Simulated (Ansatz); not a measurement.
Molecule: C3H10NSi, net charge 0, doublet state. SMILES: [CH2][Si](C)(C)N
Coordinates optimised at B3LYP-D3(BJ)/def2-TZVP (Ansatz, an electronic-structure program):
```xyz
15

C      1.1752    -0.3389    -1.4354
Si     0.0301     0.0034    -0.0200
C     -1.5755     0.6878    -0.6961
C     -0.2157    -1.5779     0.9508
N      0.6435     1.1863     1.0994
H      1.9600    -1.0887    -1.3964
H      1.1784     0.2460    -2.3506
H     -2.0375    -0.0136    -1.3941
H     -2.2839     0.8861     0.1105
H     -1.4098     1.6246    -1.2346
H     -0.9024    -1.4196     1.7846
H      0.7306    -1.9411     1.3603
H     -0.6225    -2.3681     0.3163
H      1.4408     0.9480     1.6714
H      0.7155     2.1481     0.8007
```
Charge 0, spin multiplicity 2.

Quantity: atomisation energy, in kcal/mol. Conventions: 6-31G* and kin with 6d, 5d where marked; non-relativistic; atomisation electronic, to ground-state atoms; open shells spin-unrestricted; spin-orbit terms left out; valence correlation only; LANL2DZ with its own core potentials from Na on; dispersion terms only where a functional's name holds one; 6-311+G** with 5d, 6d on Na to Ar in Ansatz. CBS marks a two-point X^-3 extrapolation of the correlation energy; Hartree-Fock from the larger set. Ab initio and DFT rows: single points at B3LYP-D3(BJ) geometries (Ansatz).

Coupled cluster (Ansatz) is a level with limits of its own, used here on species with T1 under 0.025 (0.045 for open shells) and stable references: CCSD(T)/CBS(cc-pV(T+d)Z,cc-pV(Q+d)Z).

Value to compare with, CCSD(T)/CBS(cc-pV(T+d)Z,cc-pV(Q+d)Z) (Ansatz): 1325.9 kcal/mol.

```csv
level,program,atomisation energy (kcal/mol),difference
PBE/STO-3G,Ansatz,1605.9,280.0
PBE/3-21G,Ansatz,1314.2,-11.7
PBE/LANL2DZ,Ansatz,1305.4,-20.5
PBE/6-31G*,Ansatz,1326.2,0.3
PBE/def2-SVP,Ansatz,1332.8,6.9
PBE/6-311+G**,Ansatz,1325.4,-0.5
PBE/def2-TZVPD,Ansatz,1335.0,9.1
```

Among the 6 habitual levels, PBE/STO-3G lies farthest from CCSD(T)/CBS(cc-pV(T+d)Z,cc-pV(Q+d)Z) (Ansatz) (280.0 kcal/mol); 3 of 6 lie above it, and their mean absolute difference is 53.3 kcal/mol, the median 9.3. One case shows no general order.

The sets are all those run for this method; left out are runs that failed, that the program found above a lower state of the same kind, or whose <S^2> lies over 0.5 above the pure value.
